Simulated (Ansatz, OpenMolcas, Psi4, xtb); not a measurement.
**How methods differ on AlClF2 (SMILES [F][Al]([F])[Cl])**

AlClF2: 4 atoms, total charge 0, spin state singlet. SMILES: `[F][Al]([F])[Cl]`. The shape is that of a PBE0-D4/def2-TZVP optimisation.

Each level gives the HOMO–LUMO gap (eV). The values are calculated.

| level | kind | program | value (eV) | CPU time |
| --- | --- | --- | --- | --- |
| GFN0-xTB | semi-empirical | xtb | 5.55 | under 2 s |
| HF/def2-SVPD | Hartree–Fock | Psi4 | 14.18 | 17 s |
| SVWN5/def2-SVPD | LDA | Psi4 | 6.07 | 24 s |
| PBE/def2-SVPD | GGA | Ansatz | 6.16 | 4.7 s |
| TPSS/def2-SVPD | meta-GGA | OpenMolcas | 6.51 | 27 s |
| B3LYP/def2-SVPD | global hybrid | Psi4 | 7.84 | 13 s |
| BHLYP/def2-SVPD | global hybrid | OpenMolcas | 10.40 | 20 s |
| HSE06/def2-SVPD | range-separated hybrid | Ansatz | 7.71 | 7.2 s |
| wB97M-V/def2-SVPD | range-separated hybrid | Ansatz | 12.10 | 61 s |
| PBE-QIDH/def2-SVPD | double hybrid | Ansatz | 12.21 | 10 s |

The values span 5.55 to 14.18 eV. Orbital gaps aren't excitation energies, and those of double hybrids come from the SCF part alone; they tend to grow with the share of exact exchange. Times are those of the runs behind each value, whatever else they computed, on shared processors of several kinds: orders of magnitude only.
